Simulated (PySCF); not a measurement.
**Dipole response of As (arsenic, neutral)**

[Ar] 3d10 4s2 4p3, high-spin 4S determinant. Computed with PySCF 2.14 in aug-cc-pwCVQZ-PP with ECP10MDF (10s9p8d6f4g1h, 166 functions), with a scalar-relativistic core potential. Coupled (time-dependent) response in atomic units; α is the mean over directions.

```json
{"method": "PBE0", "mean α (bohr³)": "32.06", "C₆ (like pair)": "273.3", "S(−4)": "331.7"}
```

S(−4) is the Cauchy moment in α(ω) = α(0) + S(−4) ω² + …

Reference α: 30 ± 1 bohr³ (recommended; Schwerdtfeger and Nagle, table of static dipole polarizabilities (2023 update)). Published C₆: 246.0 (Chu and Dalgarno (2004); Tang, Norbeck and Certain (1976)).

α(iu) at PBE0:

```tsv
u (hartree)	α(iu) (bohr³)
0	32.06
0.0500	31.26
0.100	29.15
0.200	23.41
0.300	18.13
0.500	11.08
0.750	6.613
1.00	4.379
1.50	2.382
2.00	1.546
3.00	0.8550
5.00	0.4125
```

Energies and moments cover only the electrons outside the core potential.
